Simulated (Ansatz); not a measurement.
Conformers of `O[SiH2]S[SiH2]Cl`, each relaxed with PBE0-D4/def2-TZVP in Ansatz. CBS adds the triple-zeta coupled-cluster correction to the MP2 limit.

Not all of them had a frequency check.

Conformer A:

Cartesian coordinates in Å:
```
O 2.125 -0.058 0.763
Si 0.822 -1.042 0.696
S -0.117 -1.046 -1.241
Si -1.346 0.644 -0.936
Cl -0.225 2.300 -0.398
H 1.976 0.869 0.561
H 1.316 -2.413 0.928
H -0.221 -0.647 1.677
H -2.019 0.952 -2.215
H -2.312 0.442 0.165
```

Conformer B:

```xyz
10

O     1.602   -0.682    0.647
Si    0.084   -1.028    1.157
S    -1.278    0.583    0.773
Si   -0.728    0.938   -1.245
Cl    0.922    2.163   -1.376
H     1.961    0.187    0.838
H    -0.304   -2.243    0.411
H    -0.017   -1.236    2.622
H    -1.850    1.646   -1.895
H    -0.392   -0.329   -1.931
```

**Question.** Which is lowest in electronic energy at CCSD(T)/CBS (frozen core, def2 sets), and by how much? (Best estimate.)

**Answer.** The calculation gave: A; B lies 2.9 kJ/mol higher.

**Question.** Give the energies relative to A (kJ/mol) with PBE-D4/def2-TZVPP, ωB97M-V/def2-TZVPP, B2PLYP/def2-TZVPP, PBE/def2-TZVPP, r2SCAN/def2-TZVPP, CCSD/def2-TZVPP, MP2/CBS(def2). (Best estimate.)

**Answer.** Ansatz gave: 
```tsv
level	B
PBE-D4/def2-TZVPP	3.0
ωB97M-V/def2-TZVPP	2.5
B2PLYP/def2-TZVPP	1.9
PBE/def2-TZVPP	2.6
r2SCAN/def2-TZVPP	2.2
CCSD/def2-TZVPP	1.9
MP2/CBS(def2)	3.0
```
